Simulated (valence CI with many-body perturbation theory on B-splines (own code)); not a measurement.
## E1 transitions of Ba43+

Calculated by valence CI with perturbative core correlation (CI+MBPT): three valence electrons over a frozen Dirac-Fock core [Ne], radial functions for each j: 11 s, 11 p, 10 d, 8 f, 5 g, 2 h, with the one-electron correlation potential Σ1, the two-electron term Σ2, the three-electron term Σ3, Breit, model QED; selected CI, second order for the rest, scaled by the run's own slope (own B-spline code, finite nucleus).

The last digits are not significant, and no measured levels were compared; by estimate large intervals hold to a few tenths of a per cent, small ones and those within an open d or f shell to about a per cent.

Lines 101 to 150 of 576 in falling wavelength, among levels below 1648.1 eV, chosen from the strongest by gf and those to the six lowest levels. Wavelengths and rates use the calculated energies. Electric multipoles are in the length gauge, E1 and E2 with the static RPA response of the core. Weak lines are less certain than strong ones. Lines between different terms over intervals too small for the method are left out, as are lines whose strength nearly cancels. The highest levels of a list are the least certain.

Levels are named by their leading jj configuration (3d3/2^4 stands for four electrons in 3d with j = 3/2), which in mixed levels can hold well under half, so a name can repeat and another be missing. Letters in brackets count levels of one name in rising energy.

```csv
λ vac (Å),Upper,Lower,A (s⁻¹),log gf,Branch %
73.16,(3s 3p1/2 3d5/2) J=5/2 [b],(3s 3p1/2 3p3/2) J=3/2 [b],2.75e+10,-0.88,31.1
73.10,(3d3/2 3d5/2^2) J=7/2 [b],(3p3/2 3d5/2^2) J=7/2 [a],4.76e+10,-0.52,10.8
73.07,(3s 3p3/2 3d5/2) J=5/2 [a],(3s 3p3/2^2) J=5/2,2.90e+10,-0.86,15.4
73.02,(3d3/2^2 3d5/2) J=9/2,(3p3/2 3d3/2 3d5/2) J=9/2 [a],2.61e+10,-0.68,4.9
72.93,(3d3/2 3d5/2^2) J=5/2 [a],(3p3/2 3d3/2 3d5/2) J=3/2 [b],6.78e+10,-0.49,12.7
72.84,(3d3/2^2 3d5/2) J=5/2 [b],(3p3/2 3d3/2 3d5/2) J=3/2 [a],4.00e+10,-0.72,6.4
72.83,(3p3/2 3d5/2^2) J=9/2,(3p3/2^2 3d3/2) J=7/2,1.38e+11,0.04,33.1
72.59,(3s 3p1/2 3d5/2) J=5/2 [a],(3s 3p1/2 3p3/2) J=5/2,1.73e+09,-2.09,1.8
72.50,(3d3/2 3d5/2^2) J=7/2 [a],(3p3/2 3d3/2 3d5/2) J=5/2 [b],5.77e+10,-0.44,12.5
72.48,(3s 3d5/2^2) J=9/2,(3s 3p3/2 3d5/2) J=7/2 [a],6.87e+10,-0.27,27.9
72.31,(3p3/2 3d3/2 3d5/2) J=9/2 [b],(3p3/2^2 3d5/2) J=7/2,1.68e+11,0.12,33.1
72.27,(3s 3p1/2 3d5/2) J=3/2,(3s 3p1/2 3p3/2) J=3/2 [b],1.01e+10,-1.50,4.4
72.26,(3d3/2 3d5/2^2) J=9/2,(3p3/2 3d3/2 3d5/2) J=7/2 [b],1.35e+10,-0.98,3.3
72.13,(3d5/2^3) J=9/2,(3p3/2 3d3/2 3d5/2) J=9/2 [b],4.76e+10,-0.43,17.1
71.74,(3p3/2 3d3/2 3d5/2) J=3/2 [c],(3p3/2^2 3d3/2) J=3/2 [b],4.48e+10,-0.86,6.1
71.72,(3p3/2 3d5/2^2) J=5/2 [a],(3p3/2^2 3d3/2) J=5/2,2.51e+10,-0.93,5.7
71.66,(3d3/2 3d5/2^2) J=3/2 [b],(3p3/2 3d3/2 3d5/2) J=1/2 [b],9.08e+10,-0.55,21.6
71.63,(3p1/2 3d5/2^2) J=5/2,(3p1/2 3p3/2 3d5/2) J=7/2 [b],2.63e+10,-0.92,14.8
71.61,(3d3/2^2 3d5/2) J=7/2,(3p3/2 3d3/2^2) J=7/2,3.02e+10,-0.73,5.2
71.57,(3p3/2 3d3/2 3d5/2) J=7/2 [c],(3p3/2^2 3d3/2) J=5/2,1.54e+11,-0.03,27.9
71.46,(3d3/2^2 3d5/2) J=5/2 [a],(3p3/2 3d3/2^2) J=3/2 [a],5.46e+10,-0.60,8.6
71.44,(3d5/2^3) J=5/2,(3p3/2 3d5/2^2) J=5/2 [b],1.17e+11,-0.27,30.4
71.36,(3p1/2 3d3/2 3d5/2) J=5/2 [a],(3p1/2 3p3/2 3d3/2) J=3/2 [a],3.85e+10,-0.75,26.4
71.20,(3d3/2^2 3d5/2) J=9/2,(3p3/2 3d3/2^2) J=7/2,1.04e+11,-0.10,19.6
71.12,(3s^2 3d5/2) J=5/2,(3s^2 3p3/2) J=3/2,3.19e+10,-0.84,100.0
70.88,(3p3/2 3d3/2 3d5/2) J=5/2 [d],(3p3/2^2 3d3/2) J=3/2 [b],1.39e+11,-0.20,24.0
70.81,(3p1/2 3d3/2 3d5/2) J=5/2 [b],(3p1/2 3p3/2 3d3/2) J=3/2 [b],3.10e+10,-0.85,6.5
70.68,(3d5/2^3) J=5/2,(3p3/2 3d5/2^2) J=7/2 [b],6.42e+10,-0.54,16.6
70.67,(3p3/2 3d5/2^2) J=7/2 [a],(3p3/2^2 3d5/2) J=9/2,2.25e+10,-0.87,5.8
70.66,(3d3/2^2 3d5/2) J=7/2,(3p3/2 3d3/2^2) J=5/2,8.99e+10,-0.27,15.6
70.66,(3p1/2 3d3/2 3d5/2) J=7/2 [a],(3p1/2 3p3/2 3d3/2) J=5/2 [a],4.49e+10,-0.57,44.1
70.52,(3d3/2^2 3d5/2) J=5/2 [b],(3p3/2 3d3/2 3d5/2) J=5/2 [a],2.94e+10,-0.88,4.7
70.25,(3d5/2^3) J=3/2,(3p3/2 3d5/2^2) J=1/2,6.42e+10,-0.72,14.8
70.21,(3p1/2 3d3/2 3d5/2) J=7/2 [b],(3p1/2 3p3/2 3d3/2) J=5/2 [b],8.95e+10,-0.28,24.9
70.19,(3s 3d3/2 3d5/2) J=5/2 [b],(3s 3p3/2 3d5/2) J=3/2 [a],2.78e+10,-0.91,5.4
70.17,(3d3/2 3d5/2^2) J=7/2 [b],(3p3/2 3d5/2^2) J=9/2,3.07e+10,-0.74,7.0
70.10,(3p1/2 3d3/2 3d5/2) J=7/2 [b],(3p1/2 3p3/2 3d5/2) J=7/2 [a],3.70e+10,-0.66,10.3
70.06,(3p1/2 3p3/2 3d5/2) J=1/2,(3p1/2 3p3/2^2) J=1/2,1.31e+11,-0.71,49.6
69.91,(3s 3p1/2 3d3/2) J=1/2,(3s 3p1/2 3p3/2) J=3/2 [a],3.57e+09,-2.28,0.9
69.88,(3s 3d3/2 3d5/2) J=7/2 [a],(3s 3p3/2 3d3/2) J=5/2 [a],8.09e+10,-0.32,19.4
69.87,(3p3/2 3d3/2 3d5/2) J=1/2 [b],(3p3/2^2 3d5/2) J=1/2,1.37e+11,-0.70,21.6
69.81,(3p3/2 3d3/2 3d5/2) J=5/2 [c],(3p3/2^2 3d3/2) J=7/2,3.31e+10,-0.84,5.4
69.76,(3s 3p1/2 3d5/2) J=7/2,(3s 3p1/2 3p3/2) J=5/2,4.86e+10,-0.55,84.9
69.75,(3p1/2^2 3d5/2) J=5/2,(3p1/2^2 3p3/2) J=3/2,3.77e+10,-0.78,30.0
69.71,(3d3/2 3d5/2^2) J=5/2 [b],(3p3/2 3d3/2 3d5/2) J=7/2 [c],3.65e+10,-0.80,7.7
69.68,(3p1/2 3p3/2 3d5/2) J=7/2 [b],(3p1/2 3p3/2^2) J=5/2,1.29e+11,-0.12,58.3
69.66,(3d3/2 3d5/2^2) J=3/2 [a],(3p3/2 3d3/2 3d5/2) J=3/2 [a],7.26e+10,-0.68,14.1
69.65,(3p1/2 3d3/2 3d5/2) J=3/2 [b],(3p1/2 3p3/2 3d3/2) J=1/2 [b],3.97e+10,-0.94,7.8
69.62,(3p1/2 3p3/2 3d5/2) J=5/2 [b],(3p1/2 3p3/2^2) J=3/2,2.09e+11,-0.04,53.3
69.52,(3d3/2^2 3d5/2) J=1/2,(3p3/2 3d3/2^2) J=1/2,8.26e+10,-0.92,11.8
```

Question: How does gf follow from A for the line at 70.25 Å?

Answer: gf = 1.4992 × (2J+1)_upper × A / σ², with σ = 1423466 cm⁻¹ and 2J+1 = 4: gf = 0.190.
